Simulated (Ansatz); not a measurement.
Molecule: ethyl(trifluoro)silane, C$_{2}$H$_{5}$F$_{3}$Si, charge 0, multiplicity 1. 
Structure (B3LYP-D3(BJ)/def2-TZVP (Ansatz, a quantum-chemistry and plane-wave program) minimum search):
```xyz
11

C      2.3366    -0.0259    -0.5254
C      1.2537    -0.7004     0.3328
Si    -0.4286     0.0036     0.0974
F     -0.4760     1.5467     0.4621
F     -1.5081    -0.7239     1.0022
F     -0.9149    -0.1267    -1.4069
H      3.3111    -0.4815    -0.3463
H      2.4193     1.0374    -0.2965
H      2.1158    -0.1202    -1.5895
H      1.5025    -0.6226     1.3953
H      1.2014    -1.7709     0.1128
```
Charge 0, spin multiplicity 1.

Total electronic energies in hartree. Cores are frozen in the correlated levels unless marked. No spin-orbit coupling. Non-relativistic. CBS(X,Y): correlation extrapolated as X^-3; Hartree-Fock from the larger set.

```tsv
level	program	energy (Eh)
HF/cc-pwCVTZ	Ansatz	-666.30111
r2SCAN/def2-TZVPD	Ansatz	-668.45640
CAM-B3LYP/def2-TZVPD	Ansatz	?
wB97X/def2-TZVPD	Ansatz	-668.56331
MP2/cc-pV(D+d)Z	Ansatz	-667.06818
MP2/cc-pV(Q+d)Z	Ansatz	-667.65519
SCS-MP2/cc-pV(Q+d)Z	Ansatz	-667.64281
CCSD(T)/STO-3G	Ansatz	-657.76741
CCSD(T)/CBS(cc-pV(T+d)Z,cc-pV(Q+d)Z)	Ansatz	-667.7902
```

Problem. Complete the blanks.

Solution. 
- CAM-B3LYP/def2-TZVPD, energy (Eh): -668.55194
